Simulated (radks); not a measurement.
The rhenium ion Re+ inside a hard spherical wall (all orbitals vanish at R), configuration held at [Xe] 4f14 5d5 6s1 and not refilled when levels cross. Calculated with a radial shooting solver on a logarithmic mesh with Libxc functionals: scalar-relativistic Kohn-Sham, PBE, spin-polarised, spherical densities, finite nucleus; open shells are filled with parallel spins first (spin-orbit coupling, left out, can overturn this in heavy ions); Fermi nuclear charge, rms radius 5.3698 fm. Eigenvalues in eV for spin up, with the zero of energy where the potential of the charges vanishes at infinity; a dash marks a level that is unbound or too diffuse for the functional's potential to be trusted. A positive occupied level is held by the wall or, in an anion where self-interaction has pushed it up, behind a barrier. The pressure on the wall is -dE/dV.

R (bohr)  E (hartree)  kinetic (hartree)    e(5p)    e(4f)    e(5d)    e(6s)  e(6p, empty)  e(7s, empty)  pressure (GPa)
free      -16689.2885          18435.727  -55.627  -49.762  -14.125  -13.571        -7.494             -               0
20        -16689.2885          18435.727  -55.627  -49.762  -14.125  -13.571        -7.494             -        < 0.0001
15        -16689.2885          18435.727  -55.627  -49.762  -14.125  -13.571        -7.494             -        < 0.0001
12        -16689.2885          18435.727  -55.627  -49.762  -14.125  -13.571        -7.493        -3.392        < 0.0001
10        -16689.2885          18435.727  -55.626  -49.761  -14.125  -13.570        -7.482        -2.989        0.000491
3         -16687.7778          18442.668  -44.306  -36.360   -1.457   10.272        28.182        103.50             723
1.5       -16640.9424          18610.151   72.016   67.650   149.25   354.95        418.01        864.72          152000
